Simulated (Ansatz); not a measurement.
`[CH3][GaH][Cl]` and `[Cl][GaH][GeH3]` differ in one element.

Ansatz, PBE0-D4/def2-TZVP geometries, multiplicity 1. 

Scalar relativity is left out up to krypton.

| property | `[CH3][GaH][Cl]` |
| --- | --- |
| LUMO energy (B3LYP/def2-TZVPP) / eV | -1.62 |
| size of the dipole moment (B3LYP/def2-TZVPP) / D | 2.51 |
| LUMO energy (ωB97M-V/def2-TZVPP) / eV | 0.36 |
| HOMO energy (ωB97M-V/def2-TZVPP) / eV | -10.32 |
| size of the dipole moment (PBE/def2-TZVPP) / D | 2.44 |
| HOMO–LUMO gap (B3LYP/def2-TZVPP) / eV | 6.26 |

Problem. Give the same properties after the change, and the shifts. (Estimate.)

Solution. The calculation gave: 
```json
{"property": "LUMO energy (B3LYP/def2-TZVPP) / eV", "`[Cl][GaH][GeH3]`": "-2.31", "shift": "-0.69"}
{"property": "size of the dipole moment (B3LYP/def2-TZVPP) / D", "`[Cl][GaH][GeH3]`": "1.99", "shift": "-0.52"}
{"property": "LUMO energy (ωB97M-V/def2-TZVPP) / eV", "`[Cl][GaH][GeH3]`": "-0.33", "shift": "-0.69"}
{"property": "HOMO energy (ωB97M-V/def2-TZVPP) / eV", "`[Cl][GaH][GeH3]`": "-9.84", "shift": "0.48"}
{"property": "size of the dipole moment (PBE/def2-TZVPP) / D", "`[Cl][GaH][GeH3]`": "1.87", "shift": "-0.57"}
{"property": "HOMO–LUMO gap (B3LYP/def2-TZVPP) / eV", "`[Cl][GaH][GeH3]`": "5.29", "shift": "-0.97"}
```

With PBE0 the HOMO rises by 0.31 eV and the LUMO falls by 0.73 eV, so the gap narrows by about 1.04 eV. PBE moves the HOMO by 0.14 eV and ωB97M-V by 0.48 eV. Dipoles are sizes alone; their direction can turn.

B3LYP here is the variant with VWN-RPA as its local correlation; programs differ in this.
